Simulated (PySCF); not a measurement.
**Spinor energies of Pt⁺ (platinum, charge +1)**

Start: [Xe] 4f14 5d8 6p1; 5d3/2 filled at m_j = -1/2, +1/2, +3/2; 5d5/2 filled at m_j = -3/2, -1/2, +1/2, +3/2, +5/2; 6p3/2 filled at m_j = +3/2. Calculated with PySCF 2.14 in x2c-SVPall-2c with one added diffuse shell each of s, d type (8s9p10d2f, 99 functions): generalised Hartree-Fock with the X2C-1e Hamiltonian and a Gaussian nucleus; one run each with spin-orbit coupling (SO) switched off, then screened by Boettger's factors. This is a chosen level, not necessarily the ground level.

```
spinor shell  electrons  ε, spin-free (eV)  ε, screened SO (eV)  weight of nominal j (screened SO)  rms radius, screened SO (bohr)
       1s1/2          2           -78840.7             -78811.9                              1.000                          0.0194
       2s1/2          2           -14012.0             -14002.9                              1.000                          0.0782
       2p1/2          2           -12156.4             -13399.4                              1.000                          0.0663
       2p3/2          4           -12156.4             -11664.5                              1.000                          0.0741
       3s1/2          2            -3369.5              -3366.4                              1.000                           0.200
       3p1/2          2            -2820.4              -3096.3                              1.000                           0.191
       3p3/2          4            -2820.4              -2708.8                              1.000                           0.207
       3d3/2          4            -2215.4              -2262.7                              1.000                           0.183
       3d5/2          6            -2215.4              -2180.7                              1.000                           0.186
       4s1/2          2            -771.05              -770.00                              1.000                           0.441
       4p1/2          2            -587.83              -654.10                              1.000                           0.447
       4p3/2          4            -587.83              -560.68                              1.000                           0.480
       4d3/2          4            -360.33              -370.24                              1.000                           0.497
       4d5/2          6            -360.33              -352.55                              1.000                           0.507
       5s1/2          2            -134.02              -133.78                              1.000                            1.02
       4f5/2          6            -105.48              -106.96                              0.998                           0.564
       4f7/2          8            -105.48              -103.41                              0.999                           0.565
       5p1/2          2            -83.356              -94.782                              0.995                            1.16
       5d5/2          5            -25.042              -24.614                              0.736                            1.70
       5d3/2          3            -25.042              -25.817                              0.870                            1.66
       6p3/2          1            -10.134              -10.004                              1.000                            4.16
```

Where does 5p3/2 lie, and what is the 5p spin-orbit splitting (screened SO)?

At -78.349 eV, 16.433 eV above 5p1/2.

| quantity | spin-free | screened SO |
| --- | --- | --- |
| E (hartree) | -18398.18426 | -18424.94678 |
| M_J | 11/2 | 11/2 |
| ⟨J²⟩ | 35.812 | 35.803 |
| ⟨L²⟩ | 20.043 | 20.547 |
| ⟨S²⟩ | 3.769 | 3.784 |

Each row is a mean over spinors that exchange with the open shell spreads, by up to 6.748 eV (5p3/2).

Rows whose weight is well below 1 are mixtures of j = l ± 1/2: exchange outweighs spin-orbit coupling there, and the label is only the starting occupation.

⟨J²⟩ departs a little from M_J(M_J + 1) because the unrestricted spinors polarise the closed shells.

Breit and QED terms are absent; they matter most for the inner s and p1/2 levels.

Densities and radii are taken from the X2C orbitals without a picture-change correction, which distorts them close to the nucleus.

Without spin-orbit coupling the j labels of p, d and f shells carry no meaning; the spin-free column gives the mean over the occupied spinors of each nl shell.
